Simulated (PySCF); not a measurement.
Ionisation energy of O⁺ by level of theory

O⁺ [He] 2s2 2p3 (4S) → O²⁺ [He] 2s2 2p2 (3P), as a difference of total energies. All numbers are calculated (PySCF 2.14, scalar relativity by spin-free X2C-1e, in x2c-QZVPPall with one added diffuse shell each of s, p, d, f type (8s5p4d3f1g, 73 functions)). Correlated levels: valence and next inner shell: nothing frozen. The calculations carry no spin-orbit coupling.

| method | ionisation energy (eV) |
| --- | --- |
| UHF | 34.570 |
| MP2 (valence and next inner shell) | 35.270 |
| SCS-MP2 (valence and next inner shell) | 34.997 |
| CCSD (valence and next inner shell) | 35.090 |
| CCSD(T) (valence and next inner shell) | 35.100 |

Question: How much does correlation contribute at CCSD(T) (valence and next inner shell)?

Answer: 35.100 − (34.570) = 0.530 eV, measured against UHF.

A first-order spin-orbit estimate (lowest level to lowest level, LS coupling) adds -0.028 eV.

Errors of the correlated levels include the incompleteness of this basis.

For comparison: 35.121 eV (measured; NIST Atomic Spectra Database, ionization energies).
